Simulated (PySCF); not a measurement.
**How methods differ on the electron affinity of In**

In⁻ [Kr] 4d10 5s2 5p2 (3P) → In [Kr] 4d10 5s2 5p1 (2P), as a difference of total energies. All numbers are calculated (PySCF 2.14, the non-relativistic Hamiltonian (point nucleus), in dyall-av2z (22s16p12d, 130 functions)). Correlated levels: valence: [Kr] 4d10 frozen; virtual orbitals above 40 to 60 times the deepest correlated orbital energy dropped. The calculations carry no spin-orbit coupling.

```
           method  electron affinity (eV)  difference from reference (eV)
              UHF                   0.160                          -0.224
    MP2 (valence)                   0.397                          +0.013
SCS-MP2 (valence)                   0.321                          -0.063
   CCSD (valence)                   0.421                          +0.037
CCSD(T) (valence)                   0.445                          +0.061
```

Reference: 0.384 eV (measured; photodetachment measurements, as compiled on the Wikipedia data page of electron affinities).

These non-relativistic numbers lack the scalar-relativistic shift.

The reference lies between the lowest fine-structure levels, while these numbers refer to the centres of the terms.
